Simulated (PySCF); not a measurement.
Method: PySCF 2.14.0 with PBE-D3(BJ)/def2-TZVPD // PBE0-D3(BJ)/def2-TZVPD. All species are isolated molecules in the gas phase. 

Reference species (SMILES): `[Al-]([Cl])[C]#N` (lower singlet) (charge -1, multiplicity 1).

```yaml
HOMO: -0.24 eV
```

Changed species: `[C-]#[N+][Al-][Cl]` (lower singlet) (X = isocyano, multiplicity 1; the reference has X = cyano, multiplicity 1).

Task: Give the shifts of the HOMO.

Result: the HOMO falls by 0.07 eV, to -0.31 eV.
